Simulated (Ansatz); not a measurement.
Abridged output of a molecular run in Ansatz:

```
Functional definition: HF
1407 factors; integrals over basis functions are off by at most 1.0e-3 eV
mean field evaluation 1: about -20312.1025 eV, gradient 4.2e1 eV
mean field evaluation 2: about -20312.3892 eV, gradient 4.2e1 eV
mean field evaluation 4: about -20316.3525 eV, gradient 4.2e0 eV
mean field evaluation 8: about -20316.4358 eV, gradient 3.1e-1 eV
mean field evaluation 16: about -20316.4365 eV, gradient 1.5e-6 eV
mean field -20316.43653424 eV, -746.6152716581 hartree, gradient 1.5e-6 eV, S^2 0.000000; 0 other end points of the search recorded, 0 dependent functions left out
12 core orbitals not correlated: weight in the atoms' cores, before any rotation towards them, 1.000 or more for the frozen orbitals, at most 0.000 for the correlated occupied ones
reference -20316.43653424 eV, -746.6152716581 hartree; 13, 13 occupied and 219, 219 virtual orbitals, 1407 factors
second order -19.14569282 eV of doubles, -0.00000000 eV of singles
cycle   1  -19.92189112 eV  change   -7.8e-1 eV  update   9.6e-2
cycle   2  -20.42209760 eV  change   -5.0e-1 eV  update   2.9e-2
cycle   3  -20.51540638 eV  change   -9.3e-2 eV  update   1.4e-2
cycle   4  -20.50839304 eV  change    7.0e-3 eV  update   3.4e-3
cycle   5  -20.50677809 eV  change    1.6e-3 eV  update   1.4e-3
cycle   6  -20.50670294 eV  change    7.5e-5 eV  update   4.1e-4
cycle   7  -20.50644948 eV  change    2.5e-4 eV  update   1.5e-4
cycle   8  -20.50643587 eV  change    1.4e-5 eV  update   4.9e-5
cycle   9  -20.50645116 eV  change   -1.5e-5 eV  update   1.9e-5
perturbative correction -0.78409759 eV, -0.0288150549 hartree
Total energy: -20337.72708299 eV, -747.3976848935 hartree
```

Its atoms:

Cartesian coordinates in Å:
```
C 0.8105 0.4437 -1.2990
Si -0.5109 -0.3023 -0.2149
O -0.1125 -1.8231 0.2925
P -0.9293 1.1525 1.4606
H 0.4797 1.4058 -1.6987
H 1.7376 0.6107 -0.7442
H 1.0312 -0.2195 -2.1390
H -1.7714 -0.4827 -0.9774
H 0.5609 -1.9014 0.9692
H -1.6179 0.1971 2.2545
H 0.3221 0.9191 2.0965
```

Which basis set was used?
A. def2-TZVPP
B. def2-TZVPPD
C. def2-QZVPP
D. def2-SVPD

A. It gives 244 functions.

Write the keys of the input that set method, charge and spin (a neutral closed shell needs none for the last two).


```yaml
correlation: {method: ccsd_t}
```
